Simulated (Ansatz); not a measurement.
Wavefunction ladder for `[BH2][SnH2][C]#C`

Cartesian coordinates in Å:
```
B 0.3411 -2.0052 0.3596
Sn 0.4045 -0.0956 -0.8134
C -0.4876 1.4700 0.2445
C -1.0095 2.3528 0.8811
H 0.8084 -3.0010 -0.1038
H -0.1532 -2.0450 1.4438
H -0.4362 -0.2155 -2.2955
H 2.0019 0.4033 -1.1553
H -1.4694 3.1361 1.4391
```

Total charge 0; spin multiplicity 1. Correlated methods include outer-core shells of Sn, which these sets cover unevenly. Sn takes the def2 core potential. All single points use the PBE0-D4/def2-TZVP geometry. Frozen core, restricted reference, Ansatz.

```tsv
basis	HF (Eh)	MP2 corr.
def2-SVP	-316.47639	-0.44180
def2-TZVPP	-316.60457	-0.73035
def2-QZVPP	-316.61060	-0.96693
```

Q: Estimate the CCSD correlation energy and the (T) correction in each basis where they were run (hartree).

A: 
```json
{"basis": "def2-SVP", "CCSD corr.": "-0.48909", "(T)": "-0.01833"}
{"basis": "def2-TZVPP", "CCSD corr.": "-0.75874", "(T)": "-0.03049"}
```
